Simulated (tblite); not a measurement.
Isomers of C6H4FO (doublet state). Level: GFN2-xTB in tblite, geometry and Hessian alike; calculated harmonic values, unscaled, isolated species. Against measured fundamentals such values can be off by several per cent, at times by over 20. One conformer each. Open shells enter through the occupations alone, without spin polarisation, and single modes of such species can be off by tens of per cent.

Electronic energies: GFN2-xTB at the same geometries; isomer energies are rough at this level and their order can be wrong.

```json
{"SMILES": "[O]c1cccc(F)c1", "electronic energy, lowest = 0 (kJ/mol)": "6.3"}
{"SMILES": "Oc1c[c]cc(F)c1", "electronic energy, lowest = 0 (kJ/mol)": "99.4"}
{"SMILES": "[O]c1ccc(F)cc1", "electronic energy, lowest = 0 (kJ/mol)": "0.0"}
```

How do GFN2-xTB zero-point energies change the relative energies?

| SMILES | ZPE (kJ/mol) | of it from modes above 1550 cm⁻¹ | electronic (kJ/mol) | with ZPE, lowest = 0 (kJ/mol) | lowest mode (cm⁻¹) | rings |
| --- | --- | --- | --- | --- | --- | --- |
| [O]c1ccc(F)cc1 | 211.8 | 92.9 | 0.0 | 0.0 | 113 | 1 |
| [O]c1cccc(F)c1 | 211.1 | 83.7 | 6.3 | 5.5 | 156 | 1 |
| Oc1c[c]cc(F)c1 | 210.6 | 86.3 | 99.4 | 98.2 | 204 | 1 |

The zero-point energies span 1.2 kJ/mol, from `Oc1c[c]cc(F)c1` to `[O]c1ccc(F)cc1`. The order is unchanged.

What do entropy and thermal enthalpy add at 298.15 K and 1 bar (rigid rotor, harmonic oscillator, one conformer each)?

```
        SMILES  point group  symmetry number  S (J/(mol K))  H − H(0) (kJ/mol)  ZPE + H − H(0) − TS (kJ/mol)
[O]c1ccc(F)cc1          C2v                2          333.5              19.24                         131.6
[O]c1cccc(F)c1           Cs                1          339.4              19.29                         129.2
Oc1c[c]cc(F)c1           Cs                1          339.8              19.65                         128.9
```

S holds R ln(2S + 1) for the spin.
